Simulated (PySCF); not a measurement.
## A ladder of Hamiltonians for Nd⁴⁸⁺ (neodymium, charge +48)

Occupied: 1s1/2, 2s1/2, 2p1/2, 2p3/2, 3s1/2. Hartree-Fock calculated with PySCF 2.14 in an uncontracted even-tempered set (20 s from 5.3 bohr⁻², ratio 2.3; 16 p from 6.4 bohr⁻², ratio 2.3), Gaussian nucleus throughout. NR is non-relativistic, sf-X2C the spin-free one-electron X2C Hamiltonian, X2C adds the bare one-electron spin-orbit term, X2C-SNSO screens it by Boettger's factors, DC is four-component Dirac-Coulomb, and the Gaunt and Breit terms are added at first order (total energies over the DC spinors, levels after relaxing the spinors in that mean field). QED terms are absent. Levels marked empty are virtual spinors of this ion; the basis has s and p functions only, so 3d, which can lie below the n = 4 levels, is absent.

| Hamiltonian | E (hartree) | E − E(DC) (hartree) | CPU seconds |
| --- | --- | --- | --- |
| NR | -6987.1570 | 317.4583 | 0.44 |
| sf-X2C | -7298.1133 | 6.5019 | 0.25 |
| X2C | -7302.2924 | 2.3228 | 0.33 |
| X2C-SNSO | -7302.0056 | 2.6097 | 0.32 |
| DC | -7304.6152 | 0.0000 | 17 |
| DC+Gaunt | -7297.2089 | 7.4063 | 30 |
| DC+Breit | -7297.8644 | 6.7508 | 95 |

**Question.** Give the 2p spin-orbit interval with each Hamiltonian that has one.

**Answer.** X2C 561.5; X2C-SNSO 541.5; DC 540.4; DC+Gaunt 533.8; DC+Breit 533.8 (eV).

```tsv
level (eV)	NR	sf-X2C	X2C	X2C-SNSO	DC	DC+Gaunt	DC+Breit
1s1/2	-44912.7	-47199.0	-47193.7	-47194.1	-47238.9	-47118.7	-47126.6
2s1/2	-9765.2	-10400.4	-10399.1	-10399.2	-10405.0	-10392.5	-10393.3
2p1/2	-9446.7	-9656.8	-10049.1	-10034.5	-10037.5	-10015.8	-10018.0
2p3/2	-9446.7	-9656.8	-9487.6	-9493.0	-9497.2	-9482.0	-9484.3
3s1/2	-4006.1	-4202.5	-4202.2	-4202.3	-4203.6	-4200.3	-4200.7
3p1/2 (empty)	-3822.4	-3904.3	-4004.0	-4000.3	-4001.1	-3995.6	-3996.4
3p3/2 (empty)	-3822.4	-3904.3	-3860.9	-3862.3	-3863.2	-3859.4	-3860.2
4s1/2 (empty)	-2130.7	-2211.9	-2211.8	-2211.8	-2212.3	-2211.1	-2211.3
```

Weight of the small component: 1s1/2 0.0496, 2s1/2 0.0112, 2p1/2 0.0111, 2p3/2 0.0105, 3s1/2 0.00431, 3p1/2 0.00422, 3p3/2 0.00406, 4s1/2 0.00220.

Koopmans' value for the highest occupied level at DC+Breit: 4200.7 eV, against an ionisation energy of 4198 ± 4 eV (theoretical estimate listed by NIST; NIST Atomic Spectra Database, ionization energies); the former lacks relaxation, correlation, QED and recoil.

The whole ladder took 150 s of wall time on 1 thread of Intel(R) Xeon(R) Platinum 8488C (shared host), launched as `OMP_NUM_THREADS=1 python relrun2.py TASK.json OUT` (a driver that calls PySCF for each Hamiltonian).

Dirac-Coulomb iterations, started from the X2C spinors:

```
with_ssss True, with_gaunt False, with_breit False
light speed = 137.03599967994
init E= -7272.29120418466
cycle= 1 E= -7304.61442880552  delta_E= -32.3  |g|= 1.74  |ddm|= 0.126
cycle= 2 E= -7304.61522314595  delta_E= -0.000794  |g|= 0.0227  |ddm|= 0.00906
cycle= 3 E= -7304.6152240996  delta_E= -9.54e-07  |g|= 0.000794  |ddm|= 0.000465
cycle= 4 E= -7304.61522410083  delta_E= -1.22e-09  |g|= 3.47e-06  |ddm|= 1.34e-05
```
